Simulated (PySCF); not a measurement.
Vertical excitation energies

Species: GeCl3(NEt2), C4H10Cl3GeN.
InChI=1S/C4H10Cl3GeN/c1-3-9(4-2)8(5,6)7/h3-4H2,1-2H3

Theory: TDDFT B3LYP/def2-SVPD, vertical, gas phase, core orbitals frozen in the response in PySCF 2.14.0, density-fitted response routines. The structure is a single PBE0-D3(BJ)/def2-SVP conformer in the gas phase; no vibrational or solvent corrections. Relativistic effects, spin–orbit coupling among them, are left out although an element past zinc is present.

| state | E (eV) | ν̃ (cm⁻¹) | f | main configurations (H = HOMO, L = LUMO) |
| --- | --- | --- | --- | --- |
| S1 | 4.13 | 33290 | 0.012 | H→L (99%) |
| S2 | 5.96 | 48060 | 0.0025 | H-1→L (54%), H→L+1 (31%), H→L+2 (13%) |
| S3 | 5.97 | 48170 | 0.0000 | H-1→L (44%), H→L+1 (39%), H→L+2 (14%) |
| S4 | 6.20 | 50020 | 0.016 | H→L+2 (67%), H→L+1 (25%) |
| S5 | 6.21 | 50120 | 0.027 | H-2→L (88%) |
| S6 | 6.31 | 50880 | 0.026 | H-3→L (92%) |
| S7 | 6.37 | 51370 | 0.0047 | H-4→L (62%), H→L+3 (31%) |
| S8 | 6.61 | 53330 | 0.113 | H→L+3 (52%), H-4→L (24%), H-5→L (12%) |
| S9 | 6.69 | 53960 | 0.046 | H-5→L (78%) |
| S10 | 6.73 | 54310 | 0.048 | H-6→L (86%) |
| S11 | 6.85 | 55240 | 0.0048 | H→L+4 (92%) |
| S12 | 6.90 | 55690 | 0.024 | H→L+5 (91%) |
| S13 | 7.14 | 57590 | 0.017 | H-7→L (85%) |
| S14 | 7.22 | 58200 | 0.0038 | H→L+7 (62%), H→L+6 (29%) |
| S15 | 7.31 | 58980 | 0.024 | H→L+6 (56%), H→L+7 (26%) |

Triplets (Tamm–Dancoff): T1 3.83 eV, H→L (98%); T2 5.59 eV, H-1→L (97%); T3 5.75 eV, H-2→L (85%), H-4→L (10%); T4 5.85 eV, H-3→L (86%).

The lowest singlet lies at 4.13 eV (300 nm, ultraviolet) and is weak; its leading configuration is HOMO→LUMO (99%). The strongest level in the table is S8 at 6.61 eV (188 nm, f = 0.113). Löwdin shares by element: HOMO nitrogen 54%, carbon 20% or more (atoms not listed hold the other 26%); LUMO chlorine 65%, germanium 22%. The listed states span 3.19 eV, and the widest gap between neighbours is 1.83 eV (S1 to S2). Of the 15 states listed, 10 reach f = 0.01 and 1 stays under 0.0005. The oscillator strengths of these states sum to 0.369; summed over the whole spectrum of an exact calculation they would give the number of electrons, 124 (Thomas–Reiche–Kuhn). Only the lowest 15 singlets were computed, as vertical energies without vibronic structure.

The run took 60 s wall, 2.2 min CPU (grids of density and orbitals included) on an Intel Xeon 6975P-C with 2 threads, no GPU, shared host with 192 logical CPUs at a one-minute load of 81, and the process peaked at 1.9 GiB of memory.
